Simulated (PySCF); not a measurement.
# ²⁹Si chemical shifts

- coordinates at the GFN2-xTB level
- NMR shieldings at PBE0/pcSseg-1/GIAO
- code: PySCF
- no solvent model, fast rotation and ring inversion assumed for equivalent nuclei, non-relativistic, one conformer

Shieldings were converted by a linear fit to measured shifts: ²⁹Si (scatter 8.9 ppm rms, 25.8 ppm with the 6 outliers that the fit left out vs TMS, solution or neat liquid). A few per cent of atoms miss by over 2 rms, more outside the fitted compound classes.

**Question.** Give the ²⁹Si shifts of `CC/C=C\[Si@@H](O)SC`, `C=N[C@H]1CC[SiH2]O1`, `C[C@@H]1[SiH2]CC[Si@@H]1CCl`, `C=C(C)[Si@H](C)[SiH2]CCl`, `[H]/N=C\[Si@@H]1CCCO1`, `C=C[Si@@H](S)OCCC`, `C=CC[Si@](O)(S)CC`.

**Answer.** 
| compound | environment | δ (ppm) |
| --- | --- | --- |
| CC/C=C\[Si@@H](O)SC | silicon bonded to C, O, S, H | -16.1 |
| C=N[C@H]1CC[SiH2]O1 | silicon bonded to C, O, 2 H, in a 5-membered ring | -8.9 |
| [CH3:1][C@@H:2]1[SiH2:3][CH2:4][CH2:5][Si@@H:6]1[CH2:7][Cl:8] | Si6: silicon bonded to 3 C, H, in a 5-membered ring | -6.6 |
| [CH3:1][C@@H:2]1[SiH2:3][CH2:4][CH2:5][Si@@H:6]1[CH2:7][Cl:8] | Si3: silicon bonded to 2 C, 2 H, in a 5-membered ring | -22.2 |
| [CH2:1]=[C:2]([CH3:3])[Si@H:4]([CH3:5])[SiH2:6][CH2:7][Cl:8] | Si4: silicon bonded to 2 C, Si, H | -39.0 |
| [CH2:1]=[C:2]([CH3:3])[Si@H:4]([CH3:5])[SiH2:6][CH2:7][Cl:8] | Si6: silicon bonded to C, Si, 2 H | -65.5 |
| [H]/N=C\[Si@@H]1CCCO1 | silicon bonded to 2 C, O, H, in a 5-membered ring | -10.5 |
| C=C[Si@@H](S)OCCC | silicon bonded to C, O, S, H | -14.9 |
| C=CC[Si@](O)(S)CC | silicon bonded to 2 C, O, S | 5.6 |
